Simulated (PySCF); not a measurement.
Excitation energy of Au by level of theory

Au [Xe] 4f14 5d10 6s1 (2S) → Au [Xe] 4f14 5d9 6s2 (2D), as a difference of total energies. Computed with PySCF 2.14 in x2c-TZVPPall (11s7p7d3f1g, 97 functions), with scalar relativity by spin-free X2C-1e. Correlated levels: valence: [Xe] 4f14 frozen. The calculations carry no spin-orbit coupling.

```
           method  excitation energy (eV)
              UHF                   1.734
    MP2 (valence)                   1.953
SCS-MP2 (valence)                   1.827
   CCSD (valence)                   1.776
CCSD(T) (valence)                   1.779
```

Question: How much does correlation contribute at CCSD(T) (valence)?

Answer: 1.779 − (1.734) = 0.045 eV, measured against UHF.

Errors of the correlated levels include the incompleteness of this basis and the frozen core.

For comparison: 1.745 eV (measured; NIST levels, between the centres of gravity of the two terms).
